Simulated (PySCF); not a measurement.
Theoretical values (PySCF 2.14): geometry from GFN2-xTB, GIAO PBE0/pcSseg-1 shieldings. Single conformer, one averaged value for each set of equivalent atoms, gas phase, relativity neglected.

References, each an isolated molecule treated in the same way: ¹H (σ = 31.72 ppm) and ¹³C (σ = 186.93 ppm) against TMS. Shifts are as computed. Against solution values, carbons near 30 ppm lie about +3 ppm off and those near 130 ppm about +5 ppm; carbons on Cl a further +6 ppm. Of 1211 compounds with measured shifts, 218 miss one by over three times the rms of a fit or turn the order of signals round; such compounds aren't used in these exercises. Carbons bonded to Cl come out too deshielded. OH and NH positions are gas-phase values without hydrogen bonding to other molecules.

Problem. Order these molecules by the shift of their most deshielded carbon-bound hydrogen, lowest δ first.
A. C#C[C@@](C)(/C=N\C)N[SiH3]
B. CC(=O)OC1=C[SiH2][C@H]1Cl
C. COc1nncnc1C
D. CCO/C=C(\[SiH3])C(C)C

Solution. B (6.31 ppm, hydrogen on a β carbon of an enol-ether or enamine type C=C), D (6.81 ppm, hydrogen on an alkene carbon bearing oxygen), A (7.71 ppm, hydrogen on a C=N carbon), C (9.48 ppm, hydrogen on an aromatic CH between two ring heteroatoms).

Problem. Order these molecules by the shift of their most shielded carbon, lowest δ first.
A. C#C[C@@](C)(/C=N\C)N[SiH3]
B. COc1nncnc1C
C. CCO/C=C(\[SiH3])C(C)C

Solution. C (17.7 ppm, methyl carbon), B (22.4 ppm, methyl carbon on an aromatic ring), A (33.6 ppm, methyl carbon).

Problem. How many ¹³C and ¹H signals does each give (equivalence by symmetry and fast rotation, but not about amide C–N or C=N bonds)? `COc1nncnc1C`, `CCO/C=C(\[SiH3])C(C)C`, `CC(=O)OC1=C[SiH2][C@H]1Cl`, `C#C[C@@](C)(/C=N\C)N[SiH3]`

Solution. COc1nncnc1C: 5 C, 3 H; CCO/C=C(\[SiH3])C(C)C: 6 C, 6 H; CC(=O)OC1=C[SiH2][C@H]1Cl: 5 C, 5 H; C#C[C@@](C)(/C=N\C)N[SiH3]: 6 C, 6 H.
